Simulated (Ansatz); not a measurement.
Harmonic frequencies (cm⁻¹) at PBE0-D4/def2-TZVP from Ansatz: 80, 153, 206, 271, 324, 413, 464, 515, 771, 819, 834, 887, 923, 946, 2204, 2228, 2266, 3919.

Each molecule was computed in one conformer, which needn't be the lowest.

**Question.** Which molecule is it?
A. `[OH][GeH][GeH3]`•
B. `O[SiH](F)[SiH2]`•
C. `[SiH2][S][GeH3]`•
D. `[CH3][GeH][SeH]`•

**Answer.** B.
